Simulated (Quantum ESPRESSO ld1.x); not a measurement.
Species: Br II. Configuration: [Ar] 3d10 4p6 (not the ground configuration). Calculated with ld1.x of Quantum ESPRESSO 7.5: scalar-relativistic Kohn-Sham, revPBE, spin-unpolarised, spherical densities, point nucleus.

Normalised radial functions P(r) = r R(r), r in bohr:

r             2p       3s
0.003656  0.0177   0.1804
0.005454  0.0368   0.2482
0.008137  0.0759   0.3297
0.01214   0.1538   0.4138
0.01811   0.3029   0.4722
0.02702   0.5699   0.4512
0.0403    1.0006   0.2766
0.06012   1.5861  -0.0993
0.08969   2.1678  -0.5821
0.1338    2.3930  -0.8201
0.1996    1.9462  -0.3596
0.2978    1.0272   0.7243
0.4443    0.2954   1.4869
0.6628    0.0361   1.2082
0.9887    0.0013   0.4735
1.475     0.0000   0.0801
2.2       0.0000   0.0044
3.283     0.0000   0.0000
4.897     0.0000   0.0000

2p: eigenvalue -1542.8 eV, 0 radial nodes, <r> = 0.165 bohr, 90 % of the charge inside 0.270 bohr. 3s: eigenvalue -252.53 eV, 2 radial nodes at r = 0.0550, 0.231 bohr, <r> = 0.551 bohr, 90 % of the charge inside 0.820 bohr.
